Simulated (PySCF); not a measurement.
Positional isomers: benzothiophene chloro+silyl. Isolated molecules, 0 K electronic values unless said otherwise. Strings in code marks are SMILES.

The four lowest singlet excitations (Tamm–Dancoff). Method: PBE-D3(BJ)/def2-TZVP // PBE0-D3(BJ)/def2-SVP run with PySCF. Excitations are Tamm–Dancoff values on a coarser integration grid. The basis has no diffuse functions, so Rydberg states are missing or too high.

| state | energy (eV) | wavelength (nm) | oscillator strength |
|---|---|---|---|
| S1 | 4.14 | 299 | 0.082 |
| S2 | 4.27 | 291 | 0.011 |
| S3 | 4.58 | 271 | 0.000 |
| S4 | 5.04 | 246 | 0.082 |

Problem. Say which member gives these states.
A. `[SiH3]c1cc2ccc(Cl)cc2s1`
B. `[SiH3]c1cc(Cl)cc2sccc12`
C. `[SiH3]c1cc2cc(Cl)ccc2s1`
D. `[SiH3]c1ccc(Cl)c2ccsc12`

Solution. D, `[SiH3]c1ccc(Cl)c2ccsc12`
